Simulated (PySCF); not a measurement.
ORD: SMILES CS[C@@H]1C[C@]1(S)C#N, C₅H₇NS₂

Cartesian coordinates in Å; atom numbers follow the order of the lines, from 1:
```xyz
15

C    -2.130   -0.857    0.302
S    -1.049   -1.041   -1.146
C    -0.022    0.408   -0.903
C     1.408    0.351   -1.321
C     1.074    0.385    0.148
S     1.429    1.938    1.026
C     1.271   -0.760    0.960
N     1.406   -1.650    1.667
H    -2.595    0.124    0.285
H    -1.546   -1.000    1.208
H    -2.886   -1.630    0.224
H    -0.558    1.343   -1.018
H     1.858    1.235   -1.747
H     1.781   -0.581   -1.721
H     0.554    1.744    2.014
```

The calculation used TDDFT B3LYP/def2-SVPD circular dichroism and optical rotation, one conformer, gas phase in PySCF. Geometry: GFN2-xTB.

The molecule is flexible and this is one conformer; a measurement averages over conformers. States above about 6.7 eV (minus the energy of the highest occupied orbital) lie near or above the ionisation threshold and depend on the basis.

Stereocentres: C3 R, C5 S.

(1) What is the specific rotation at 633, 589.3, 546, 436, 405, 365, 355 nm?

Results:

(1) [α] in deg dm⁻¹ (g/mL)⁻¹:
| λ (nm) | origin-invariant length gauge | modified velocity gauge | length gauge (centre of mass) | isotropic polarisability (au) |
| --- | --- | --- | --- | --- |
| 633 | +110.1 | +88.5 | +114.2 | 105.6 |
| 589.3 | +123.7 | +98.2 | +128.6 | 106.0 |
| 546 | +138.4 | +107.9 | +144.3 | 106.6 |
| 436 | +163.9 | +109.2 | +174.3 | 109.2 |
| 405 | +148.2 | +80.5 | +161.0 | 110.4 |
| 365 | +55.6 | -39.0 | +73.4 | 112.6 |
| 355 | +3.3 | -101.3 | +22.8 | 113.3 |

Where the gauges differ in sign the basis doesn't settle the rotation.

And for the mirror image at 589.3 nm?

-123.7 deg dm⁻¹ (g/mL)⁻¹ (origin-invariant length gauge): the same size and the opposite sign.

What is the molar rotation [Φ] = [α]·M/100 of the geometry above at 589.3 nm?

With M = 145.24 g/mol, +179.6 deg cm² dmol⁻¹ (origin-invariant length gauge).

The first excitation lies at 4.90 eV (253 nm) with R = -29.6 × 10⁻⁴⁰ esu² cm² (velocity form).
